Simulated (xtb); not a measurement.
Cl$_{2}$Ga (SMILES [Cl][Ga][Cl]), doublet, from a rough starting geometry (GFN-xTB shapes and energies of metal compounds can be far from the true ones) (the spin is typed, not shown lowest); GFN2-xTB (xtb).

Here is a job for xtb.
```
$ xtb mol.xyz --gfn 2 --uhf 1 --opt vtight --json

# file mol.xyz
3

Ga     0.46483902    -0.02394252     0.51735002
Cl     1.04988024     0.27483622    -1.48463432
Cl    -1.59470713    -0.30619062     0.95776695
```

What the program printed (banner, timings and long lists left out):

```
   ID    Z sym.   atoms
    1   31 Ga     1
    2   17 Cl     2, 3

           -------------------------------------------------
          |                Calculation Setup                |
           -------------------------------------------------

           -------------------------------------------------
          |                 G F N 2 - x T B                 |
           -------------------------------------------------

          ...................................................
          :                      SETUP                      :
          :.................................................:
          :  # basis functions                  30          :
          :  # atomic orbitals                  27          :
          :  # shells                            9          :
          :  # electrons                        17          :
          :  max. iterations                   250          :
          :  Hamiltonian                  GFN2-xTB          :
          :  restarted?                      false          :
          :  GBSA solvation                  false          :
          :  PC potential                    false          :
          :  electronic temp.          300.0000000     K    :
          :  accuracy                    1.0000000          :
          :  -> integral cutoff          0.2500000E+02      :
          :  -> integral neglect         0.1000000E-07      :
          :  -> SCF convergence          0.1000000E-05 Eh   :
          :  -> wf. convergence          0.1000000E-03 e    :
          :  Broyden damping             0.4000000          :
          :  net charge                          0          :
          :  unpaired electrons                  1          :
          ...................................................

 iter      E             dE          RMSdq      gap      omega  full diag
   1    -10.4059689 -0.104060E+02  0.180E+01    5.23       0.0  T
   2    -10.4070062 -0.103738E-02  0.114E+01    5.24       1.0  T
   3    -10.4069667  0.395099E-04  0.679E-01    5.24       1.0  T
   4    -10.4072012 -0.234479E-03  0.445E-01    5.27       1.0  T
   5    -10.4072034 -0.216850E-05  0.263E-01    5.26       1.0  T
   6    -10.4072191 -0.156936E-04  0.517E-02    5.27       1.1  T
   7    -10.4072211 -0.205881E-05  0.169E-02    5.27       3.4  T
   8    -10.4072213 -0.168874E-06  0.797E-03    5.27       7.2  T
   9    -10.4072213 -0.437375E-08  0.570E-03    5.27      10.1  T
[...]
         :: total energy             -10.400738466573 Eh    ::
 * total energy  :   -10.4007385 Eh     change       -0.2461320E-10 Eh
 * total energy  :   -10.4017213 Eh     change       -0.9828487E-03 Eh
 * total energy  :   -10.4017745 Eh     change       -0.5315816E-04 Eh
 * total energy  :   -10.4017752 Eh     change       -0.7444013E-06 Eh
 * total energy  :   -10.4017754 Eh     change       -0.1354436E-06 Eh
 * total energy  :   -10.4017754 Eh     change       -0.5873879E-10 Eh
   *** GEOMETRY OPTIMIZATION CONVERGED AFTER 6 ITERATIONS ***
         :: total energy             -10.401775353368 Eh    ::
[...]
        18                          0.0105138               0.2861
        19                          0.0106376               0.2895
        20                          0.0111002               0.3021
       ...                                ...                  ...
        27                          1.1775285              32.0422
      -------------------------------------------------------------
                  HL-Gap            0.1927515 Eh            5.2450 eV
             Fermi-level           -0.3479220 Eh           -9.4674 eV

     #   Z          covCN         q      C6AA      α(0)
     1  31 Ga       1.579     0.217   219.709    33.662
     2  17 Cl       0.789    -0.108   102.392    15.479
     3  17 Cl       0.789    -0.108   102.392    15.479

 Mol. C6AA /au·bohr⁶  :       1195.931065
 Mol. C8AA /au·bohr⁸  :      80596.421869
 Mol. α(0) /au        :         64.620462

Wiberg/Mayer (AO) data.
largest (>0.10) Wiberg bond orders for each atom

 ---------------------------------------------------------------------------
     #   Z sym  total        # sym  WBO       # sym  WBO       # sym  WBO
 ---------------------------------------------------------------------------
     1  31 Ga   2.453 --     3 Cl   1.226     2 Cl   1.226
     2  17 Cl   1.402 --     1 Ga   1.226     3 Cl   0.175
     3  17 Cl   1.402 --     1 Ga   1.226     2 Cl   0.175
 ---------------------------------------------------------------------------

Topologies differ in total number of bonds
Writing topology from bond orders to xtbtopo.mol

molecular dipole:
                 x           y           z       tot (Debye)
 q only:        0.303      -0.004       0.326
   full:        0.465      -0.006       0.501       1.737
molecular quadrupole (traceless):
                xx          xy          yy          xz          yz          zz
 q only:       -0.754      -0.491       1.126       2.190       0.418      -0.372
  q+dip:       -0.716      -0.589       0.869       3.234       0.473      -0.152
   full:       -1.886      -1.142       2.973       4.716       1.008      -1.087

optimized geometry written to: xtbopt.xyz

           -------------------------------------------------
          | TOTAL ENERGY              -10.401775353368 Eh   |
          | GRADIENT NORM               0.000000982682 Eh/α |
          | HOMO-LUMO GAP               5.245034808159 eV   |
           -------------------------------------------------

normal termination of xtb
```
